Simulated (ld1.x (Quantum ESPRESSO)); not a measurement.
Building the ultrasoft potential for C (BLYP, non-relativistic).

The input file (ld1.x (Quantum ESPRESSO) 7.5):

```
&input
   title='C', zed=6., rel=0, dft='BLYP', iswitch=3,
   config='[He] 2s2 2p1.75 3d-2',
   nld=3, rlderiv=2.20, eminld=-3.0, emaxld=5.0, deld=0.02
 /
 &inputp
   pseudotype=3, tm=.true., lloc=-1, rcloc=1.10,
   nlcc=.true., new_core_ps=.true.,
   file_pseudopw='C.UPF', file_wfcaegen='ae.wfc', file_wfcncgen='nc.wfc', file_beta='beta', file_chi='chi', file_wfcusgen='us.wfc'
 /
6
2S  1  0   2.00   0.00  0.80  0.85  0.0
2S  1  0   0.00  -0.40  0.80  0.85  0.0
2P  2  1   1.75   0.00  1.75  1.90  0.0
2P  2  1   0.00   3.40  1.75  1.90  0.0
3D  3  2  -2.00  -0.10  1.60  2.00  0.0
3D  3  2  -2.00   1.85  1.60  2.00  0.0
 &test
   configts(1)='2s2 2p1.75'
 /
```

Command:

```bash
ld1.x < C.in > C.out
```

Output (shortened: banner, matrices, multipoles, cross overlaps and the repeated all-electron block are left out):

```
Program LD1 v.7.5
     --------------------------- All-electron run ----------------------------

     C

     atomic number is  6.00
     dft =BLYP   lsd =0 sic =0 latt =0  beta=0.20 tr2=1.0E-14
     Exchange-correlation= BLYP
                           (   1   3   1   3   0   0   0)
     mesh =1073 r(mesh) = 100.30751 a.u. xmin = -7.00 dx = 0.01250
     1 Ry =  13.60569312 eV

     n l     nl                  e(Ry)          e(Ha)          e(eV)
     1 0     1S 1( 2.00)       -20.3631       -10.1816      -277.0543
     2 0     2S 1( 2.00)        -1.1985        -0.5993       -16.3071
     2 1     2P 1( 1.75)        -0.5769        -0.2885        -7.8498

     final scf error:  6.5E-15 reached in  21 iterations

     Etot =     -75.482436 Ry,     -37.741218 Ha,   -1026.990854 eV

     Ekin =      75.253887 Ry,      37.626944 Ha,    1023.881295 eV
     Encl =    -174.749953 Ry,     -87.374976 Ha,   -2377.594230 eV
     Eh   =      34.136237 Ry,      17.068118 Ha,     464.447160 eV
     Exc  =     -10.122607 Ry,      -5.061303 Ha,    -137.725078 eV

     normalization and overlap integrals

     s(1S/1S) =  1.000000  <r> =   0.2708  <r2> =    0.0994  r(max) =   0.1730
     s(2S/2S) =  1.000000  <r> =   1.5468  <r2> =    2.8916  r(max) =   1.2011
     s(2P/2P) =  1.000000  <r> =   1.7098  <r2> =    3.7952  r(max) =   1.1714

     ------------------------ End of All-electron run ------------------------

     --------------------- Generating US pseudopotential ---------------------

      Generating local potential from pseudized AE potential:
      Matching radius rcloc =   1.1000

      Local pseudo, rcloc= 1.087 Estimated cut-off energy=    20.07 Ry

      Computing core charge for nlcc:

       r > 0.52 : true rho core
      Core charge pseudized with two Bessel functions
      Integrated core pseudo-charge :   1.16

      Wfc   2S  rcut= 0.805  Using Troullier-Martins method
      Wfc-us  2S rcutus= 0.846  Estimated cut-off energy=    56.79 Ry

      Wfc   2S  rcut= 0.805  Using Troullier-Martins method
      Wfc-us  2S rcutus= 0.846  Estimated cut-off energy=    57.75 Ry

      Wfc   2P  rcut= 1.748  Using Troullier-Martins method
      Wfc-us  2P rcutus= 1.884  Estimated cut-off energy=    22.00 Ry

      Wfc   2P  rcut= 1.748  Using Troullier-Martins method
      Wfc-us  2P rcutus= 1.884  Estimated cut-off energy=    19.26 Ry

      Wfc   3D  rcut= 1.581  Using Troullier-Martins method
      Wfc-us  3D rcutus= 1.980  Estimated cut-off energy=    25.99 Ry

      Wfc   3D  rcut= 1.581  Using Troullier-Martins method
      Wfc-us  3D rcutus= 1.980  Estimated cut-off energy=    28.29 Ry

     ------------------- End of pseudopotential generation -------------------

     Computing logarithmic derivative in   2.20232
     Computing logarithmic derivative in   2.20232
     Computing the partial wave expansion
     R is outside the sphere for l=    0 j= 0.00
     R is outside the sphere for l=    0 j= 0.00
     R is outside the sphere for l=    1 j= 0.00
     R is outside the sphere for l=    1 j= 0.00
     R is outside the sphere for l=    2 j= 0.00
     R is outside the sphere for l=    2 j= 0.00

     ---------------------- Testing the pseudopotential ----------------------

     C

     atomic number is  6.00   valence charge is  4.00
     dft =BLYP   lsd =0 sic =0 latt =0  beta=0.20 tr2=1.0E-14
     mesh =1073 r(mesh) = 100.30751 xmin = -7.00 dx = 0.01250

     n l     nl             e AE (Ry)        e PS (Ry)    De AE-PS (Ry)
     1 0     2S   1( 2.00)       -1.19855       -1.19855        0.00000
     2 1     2P   1( 1.75)       -0.57695       -0.57695        0.00000

     eps = 5.8E-18  iter =  1

     Etot =     -75.482436 Ry,     -37.741218 Ha,   -1026.990854 eV
     Etotps =   -13.248875 Ry,      -6.624437 Ha,    -180.260124 eV

     Ekin =       4.714917 Ry,       2.357459 Ha,      64.149716 eV
     Encl =     -22.635751 Ry,     -11.317876 Ha,    -307.975083 eV
     Ehrt =       7.931423 Ry,       3.965712 Ha,     107.912508 eV
     Ecxc =      -5.447852 Ry,      -2.723926 Ha,     -74.121809 eV
     (Ecc =      -2.588839 Ry,      -1.294420 Ha,     -35.222949 eV)
     Epseu=       2.188389 Ry,       1.094194 Ha,      29.774544 eV

     ---------------------- End of pseudopotential test ----------------------
```

A Bessel basis up to 400 Ry misses an occupied level by 0.53 Ry, so cutoffs were not judged. Note: ghost state, extra bound levels that the all-electron valence spectrum of the same l lacks: s at -207.3 eV (d not tested) (other channels not judged). Its overlap operator is not positive definite in a basis up to 400 Ry (lowest eigenvalue d -1.25), so the file is unfit for use: the generalised eigenproblem breaks down once the basis is large enough, and its test numbers describe a broken file.

Generation and configuration tests took about 1.6 s on one core of a shared server CPU.

Transferability test of the new file with ld1.x, input:

```
&input
   title='C', zed=6., rel=0, dft='BLYP', iswitch=2,
   config='[He] 2s2 2p1.75 3d-2'
 /
 &test
   file_pseudo='C.UPF', nconf=8,
   configts(1)='2s2 2p1.75',
   configts(2)='2s2 2p2',
   configts(3)='2s2 2p1',
   configts(4)='2s2 2p0',
   configts(5)='2s1 2p3',
   configts(6)='2s1 2p2',
   configts(7)='2s0 2p4',
   configts(8)='2s2 2p1.5'
 /
```

```bash
ld1.x < C.test.in > C.test.out
```

Pseudopotential blocks of its output, shortened (energy terms left out):

```
     ---------------------- Testing the pseudopotential ----------------------

     n l     nl             e AE (Ry)        e PS (Ry)    De AE-PS (Ry)
     1 0     2S   1( 2.00)       -1.19855       -1.19855        0.00000
     2 1     2P   1( 1.75)       -0.57695       -0.57695        0.00000

     eps = 1.2E-17  iter =  1

     Etot =     -75.482436 Ry,     -37.741218 Ha,   -1026.990854 eV
     Etotps =   -13.248875 Ry,      -6.624437 Ha,    -180.260124 eV

     ---------------------- End of pseudopotential test ----------------------

          ---------------------- Testing the pseudopotential ----------------------

     n l     nl             e AE (Ry)        e PS (Ry)    De AE-PS (Ry)
     1 0     2S   1( 2.00)       -0.99950       -0.99931       -0.00019
     2 1     2P   1( 2.00)       -0.38521       -0.38535        0.00013

     eps = 1.6E-15  iter = 20

     Etot =     -75.602336 Ry,     -37.801168 Ha,   -1028.622181 eV
     Etotps =   -13.368795 Ry,      -6.684397 Ha,    -181.891719 eV
     dEtot_ae =      -0.119900 Ry
     dEtot_ps =      -0.119920 Ry,   Delta E=       0.000020 Ry

     ---------------------- End of pseudopotential test ----------------------

          ---------------------- Testing the pseudopotential ----------------------

     n l     nl             e AE (Ry)        e PS (Ry)    De AE-PS (Ry)
     1 0     2S   1( 2.00)       -1.88303       -1.88248       -0.00055
     2 1     2P   1( 1.00)       -1.24926       -1.24650       -0.00276

     eps = 5.8E-15  iter =  9

     Etot =     -74.806146 Ry,     -37.403073 Ha,   -1017.789466 eV
     Etotps =   -12.573330 Ry,      -6.286665 Ha,    -171.068874 eV
     dEtot_ae =       0.676290 Ry
     dEtot_ps =       0.675544 Ry,   Delta E=       0.000745 Ry

     ---------------------- End of pseudopotential test ----------------------

          ---------------------- Testing the pseudopotential ----------------------

     n l     nl             e AE (Ry)        e PS (Ry)    De AE-PS (Ry)
     1 0     2S   1( 2.00)       -2.96072       -2.95225       -0.00847  !
     2 1     2P   1( 0.00)       -2.33873       -2.32042       -0.01832  !

     eps = 9.3E-16  iter =  7

     Etot =     -73.029020 Ry,     -36.514510 Ha,    -993.610437 eV
     Etotps =   -10.805232 Ry,      -5.402616 Ha,    -147.012669 eV
     dEtot_ae =       2.453415 Ry
     dEtot_ps =       2.443643 Ry,   Delta E=       0.009772 Ry

     ---------------------- End of pseudopotential test ----------------------

          ---------------------- Testing the pseudopotential ----------------------

     n l     nl             e AE (Ry)        e PS (Ry)    De AE-PS (Ry)
     1 0     2S   1( 1.00)       -1.03151       -1.03130       -0.00021
     2 1     2P   1( 3.00)       -0.41489       -0.41588        0.00099

     eps = 5.2E-16  iter = 12

     Etot =     -74.986859 Ry,     -37.493430 Ha,   -1020.248196 eV
     Etotps =   -12.754063 Ry,      -6.377031 Ha,    -173.527863 eV
     dEtot_ae =       0.495576 Ry
     dEtot_ps =       0.494812 Ry,   Delta E=       0.000764 Ry

     ---------------------- End of pseudopotential test ----------------------

          ---------------------- Testing the pseudopotential ----------------------

     n l     nl             e AE (Ry)        e PS (Ry)    De AE-PS (Ry)
     1 0     2S   1( 1.00)       -1.88899       -1.89120        0.00221
     2 1     2P   1( 2.00)       -1.25450       -1.25593        0.00143

     eps = 9.1E-15  iter =  9

     Etot =     -74.172045 Ry,     -37.086022 Ha,   -1009.162081 eV
     Etotps =   -11.937718 Ry,      -5.968859 Ha,    -162.420929 eV
     dEtot_ae =       1.310391 Ry
     dEtot_ps =       1.311157 Ry,   Delta E=      -0.000766 Ry

     ---------------------- End of pseudopotential test ----------------------

          ---------------------- Testing the pseudopotential ----------------------

     n l     nl             e AE (Ry)        e PS (Ry)    De AE-PS (Ry)
     1 0     2S   1( 0.00)       -1.05994       -1.05920       -0.00074
     2 1     2P   1( 4.00)       -0.44117       -0.44272        0.00154

     eps = 1.7E-15  iter = 18

     Etot =     -74.369150 Ry,     -37.184575 Ha,   -1011.843832 eV
     Etotps =   -12.138081 Ry,      -6.069041 Ha,    -165.147011 eV
     dEtot_ae =       1.113286 Ry
     dEtot_ps =       1.110793 Ry,   Delta E=       0.002492 Ry

     ---------------------- End of pseudopotential test ----------------------

          ---------------------- Testing the pseudopotential ----------------------

     n l     nl             e AE (Ry)        e PS (Ry)    De AE-PS (Ry)
     1 0     2S   1( 2.00)       -1.41313       -1.41320        0.00007
     2 1     2P   1( 1.50)       -0.78570       -0.78528       -0.00042

     eps = 6.3E-15  iter =  8

     Etot =     -75.312441 Ry,     -37.656220 Ha,   -1024.677955 eV
     Etotps =   -13.078927 Ry,      -6.539463 Ha,    -177.947865 eV
     dEtot_ae =       0.169995 Ry
     dEtot_ps =       0.169948 Ry,   Delta E=       0.000047 Ry

     ---------------------- End of pseudopotential test ----------------------
```
